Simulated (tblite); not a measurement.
C₆H₇FO.
Atom-mapped SMILES: `[F:1][CH2:2]/[CH:3]=[C:4]1\[CH:5]=[CH:6][CH2:7][O:8]1` (hydrogens: H9, H10 on C2; H11 on C3; H12 on C5; H13 on C6; H14, H15 on C7)

The geometry is computed with GFN2-xTB (gas phase).

Problem. List the bond lengths, angles and torsions at this level.

Solution. 
```json
{"bond": "F1–C2", "length (Å)": "1.372", "order": "single"}
{"bond": "C2–C3", "length (Å)": "1.493", "order": "single"}
{"bond": "C3=C4", "length (Å)": "1.337", "order": "double"}
{"bond": "C4–C5", "length (Å)": "1.456", "order": "single"}
{"bond": "C5=C6", "length (Å)": "1.331", "order": "double"}
{"bond": "C6–C7", "length (Å)": "1.494", "order": "single"}
{"bond": "C7–O8", "length (Å)": "1.416", "order": "single"}
{"bond": "C4–O8", "length (Å)": "1.375", "order": "single"}
{"bond": "C2–H9, C2–H10", "length (Å)": "1.099", "order": "single"}
{"bond": "C3–H11", "length (Å)": "1.079", "order": "single"}
{"bond": "C5–H12", "length (Å)": "1.071", "order": "single"}
{"bond": "C6–H13", "length (Å)": "1.073", "order": "single"}
{"bond": "C7–H14, C7–H15", "length (Å)": "1.098", "order": "single"}
```

Bonds in one row agree within 0.01 Å and their mean is given. Orders are formal, as drawn. A selection of angles:
```json
{"angle": "F1–C2–C3", "degrees": "114.1"}
{"angle": "C2–C3–C4", "degrees": "127.9"}
{"angle": "C3–C4–C5", "degrees": "131.3"}
{"angle": "C3–C4–O8", "degrees": "120.2"}
{"angle": "C5–C4–O8", "degrees": "108.5"}
{"angle": "C4–C5–C6", "degrees": "108.3"}
{"angle": "C5–C6–C7", "degrees": "109.0"}
{"angle": "C6–C7–O8", "degrees": "105.1"}
{"angle": "C4–O8–C7", "degrees": "109.1"}
```

Torsions: F1–C2–C3–C4 0° (synperiplanar); C2–C3–C4–C5 0° (synperiplanar); C3–C4–C5–C6 180° (antiperiplanar); C4–C5–C6–C7 0° (synperiplanar); C5–C6–C7–O8 0° (synperiplanar); C6–C7–O8–C4 0° (synperiplanar); C3–C4–O8–C7 180° (antiperiplanar).

The C–O distances run from 1.375 Å (C4–O8, drawn single) to 1.416 Å (C7–O8, drawn single), a spread of 0.041 Å. The 8 heavy atoms lie in one plane (0.001 Å rms). Of the pairs four or more bonds apart, F1···H12 is among the closest relative to their van der Waals radii: 2.31 Å, 86 % of the sum of Bondi's values. The 5 C–C bonds span 1.331 Å (C5=C6, drawn double) to 1.494 Å (C6–C7, drawn single), a spread of 0.163 Å. The 5-membered ring C4–C5–C6–C7–O8 has internal angles of 105.1° to 109.1° (sum 540°, against 540° for a flat polygon); it is planar, 0.00 Å rms from its mean plane, widest ring torsion 0°.

Point group: Cs (every atom within 0.08 Å of its image). GFN2-xTB frequencies show an imaginary mode (20i cm⁻¹), so the point is no minimum at that level.

The run took 0.1 s on Arm Neoverse V2, one thread, shared host with 32 logical CPUs at a one-minute load of 28. This is the geometry optimisation.
